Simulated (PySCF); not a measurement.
A structure optimised at PBE0-D3(BJ)/def2-SVP, used in a PySCF frequency run:

```xyz
9

C     -1.0963    -1.7447     0.0000
Si     0.0985    -0.3431     0.0000
O      1.6290    -0.9463     0.0000
Cl    -0.1815     0.8607    -1.6542
Cl    -0.1815     0.8607     1.6542
H     -0.9462    -2.3672     0.8946
H     -2.1293    -1.3686     0.0000
H     -0.9462    -2.3672    -0.8946
H      2.3596    -0.3199     0.0000
```

Q: Write its SMILES, formula and point group.

A: C[Si](O)(Cl)Cl, CH₄Cl₂OSi, Cs

Q: What are its rotational constants (standard atomic weights)?

A: 2.6475, 1.8994, 1.5990 GHz
